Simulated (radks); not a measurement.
Species: Er1.5+. Configuration: [Xe] 4f11.5 6s1 (fractional occupations, a model configuration). Calculated with a radial shooting solver on a logarithmic mesh with Libxc functionals: Dirac Kohn-Sham, PBE, spin-unpolarised, spherical densities, finite nucleus; open shells are shared between the two j in proportion to 2j + 1; Fermi nuclear charge, rms radius 5.2516 fm. Some entries of the table are withheld. Estimate them.

| orbital | occ. | eigenvalue (hartree) | r(max) (bohr) | <1/r> (bohr^-1) |
|---|---|---|---|---|
| 1s1/2 | 2 | -2106.052 | (1) | 77.54 |
| 2s1/2 | 2 | -354.0748 | 0.07342 | 18.65 |
| 2p1/2 | 2 | -337.3102 | 0.05512 | 18.62 |
| 2p3/2 | 4 | -303.6174 | 0.06134 | 16.15 |
| 3s1/2 | 2 | -79.76600 | 0.2074 | 6.826 |
| 3p1/2 | 2 | -72.40108 | 0.1950 | 6.742 |
| 3p3/2 | 4 | -65.32481 | 0.2080 | 6.110 |
| 3d3/2 | 4 | -52.71577 | 0.1642 | 5.995 |
| 3d5/2 | 6 | -51.16936 | 0.1679 | 5.841 |
| 4s1/2 | 2 | -16.17639 | 0.4743 | 2.856 |
| 4p1/2 | 2 | -13.23115 | 0.4764 | 2.747 |
| 4p3/2 | 4 | -11.63728 | 0.5040 | 2.529 |
| 4d3/2 | 4 | -6.78674 | 0.5067 | 2.308 |
| 4d5/2 | 6 | -6.49675 | 0.5157 | 2.254 |
| 5s1/2 | 2 | -2.40081 | 1.110 | 1.073 |
| 5p1/2 | 2 | -1.59667 | 1.209 | (2) |
| 5p3/2 | 4 | -1.39203 | 1.293 | (3) |
| 4f5/2 | 4.92857 | -0.67004 | 0.5050 | 1.690 |
| 4f7/2 | 6.57143 | -0.62890 | 0.5103 | 1.663 |
| 6s1/2 | 1 | -0.47199 | 2.985 | 0.3744 |

Answer. 
(1) 1s1/2 r(max) (bohr): 0.01286
(2) 5p1/2 <1/r> (bohr^-1): 0.9447
(3) 5p3/2 <1/r> (bohr^-1): 0.8684
